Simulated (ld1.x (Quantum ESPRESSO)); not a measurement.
Ge, RRKJ: configuration errors across variants

- Element: germanium (Ge)
- Generator: ld1.x (Quantum ESPRESSO) 7.5
- Type: norm-conserving RRKJ (Kleinman–Bylander form)
- Functional: PBEsol
- Relativity: scalar-relativistic
- Frozen core: [Ar] 3d10
- Valence charge: 4
- Reference configuration: 4s2 4p1.5 (charge +0.5)
- Partial waves: 4p (bound): rc 1.90 bohr; 4d channel at 0.25 Ry: rc 2.05 bohr; 4s (bound): rc 1.85 bohr
- Local potential: the s channel
- Core correction: none
- rho0: 0.005

All-electron excitation energies from the reference (eV): (1) 4s2 4p2 -2.805; (2) 4s2 4p1 4.648; (3) 4s2 4p0 20.097; (4) 4s1 4p2 13.378; (5) 4s0 4p4 13.407; (6) 4s2 4p2.3 -3.688; (7) 4s1 4p0 54.885.

5 further variants failed, have other tests or another functional or relativity, and are left out.

A true bound ghost makes a file unfit for plane-wave use even where its test errors are small: the radial tests pick states by their node count and pass the ghost by.

Errors AE − PS in meV (a dash: test not solved or not reliable):

| change | (1) | (2) | (3) | (4) | (5) | (6) | (7) | bound ghosts |
| --- | --- | --- | --- | --- | --- | --- | --- | --- |
| base | -0.3 | -1.8 | -11 | +7.7 | +38 | -0.9 | +37 | d |
| local potential the d channel | -1.4 | -3.4 | -28 | +2.7 | +29 | -3.2 | +7.4 | s, p |
| type ultrasoft; waves now 4s (bound): rcut 1.60, rcutus 1.85 bohr; 4s channel at 1.5 Ry: rcut 1.60, rcutus 1.85 bohr; 4p (bound): rcut 1.65, rcutus 1.90 bohr; 4p channel at 0.4 Ry: rcut 1.65, rcutus 1.90 bohr; 4d channel at 0.25 Ry: rcut 1.80, rcutus 2.05 bohr; 4d channel at 2.7 Ry: rcut 1.80, rcutus 2.05 bohr; local potential all-electron potential smoothed inside 1.50 bohr (lloc = -1); augmentation PSQ, radius 1.25 bohr; rho0 0 | +1.9 | -3.7 | -23 | +8.5 | +53 | +1.9 | -20 | none |
| wave 4s (bound): rc 1.85 bohr becomes 4s (bound): rc 2.04 bohr | -0.2 | -1.5 | -6.3 | +6.3 | +51 | -0.8 | +38 | d |
| all radii scaled by about 0.94 (s 1.74, p 1.80, d 1.94 bohr) | -0.4 | -1.9 | -14 | +7.7 | +33 | -1.0 | +33 | d |
| wave 4d channel at 0.25 Ry: rc 2.05 bohr becomes 4d channel at 0.25 Ry: rc 2.56 bohr | -0.3 | -1.8 | -11 | +7.7 | +38 | -0.9 | +37 | none |
| wave 4d channel at 0.25 Ry: rc 2.05 bohr becomes 4d channel at 0.25 Ry: rc 2.50 bohr | -0.3 | -1.8 | -11 | +7.7 | +38 | -0.9 | +37 | none |

Task: Give the same row for: core correction a·sin(br)/r model core inside 0.70 bohr.

Result: -0.3, -2.3, -32, -27, -61, -0.8, -236; bound ghosts: d.
